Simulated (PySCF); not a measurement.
# How methods differ on the ionisation energy of I⁺

I⁺ [Kr] 4d10 5s2 5p4 (3P) → I²⁺ [Kr] 4d10 5s2 5p3 (4S), as a difference of total energies. Calculation: PySCF 2.14, in x2c-TZVPPall (8s6p4d2f, 60 functions); the spin-free X2C one-electron Hamiltonian (Gaussian nucleus). Correlated levels: valence and next inner shell: [Ar] 3d10 frozen. The calculations carry no spin-orbit coupling.

```
                                method  ionisation energy (eV)
                                   UHF                  17.718
    MP2 (valence and next inner shell)                  18.426
SCS-MP2 (valence and next inner shell)                  18.434
   CCSD (valence and next inner shell)                  18.499
CCSD(T) (valence and next inner shell)                  18.530
```

Task: How much does correlation contribute at CCSD(T) (valence and next inner shell)?

Result: 18.530 − (17.718) = 0.812 eV, measured against UHF.

Errors of the correlated levels include the incompleteness of this basis and the frozen core.

For comparison: 18.750 eV (measured; NIST levels, between the centres of gravity of the two terms).
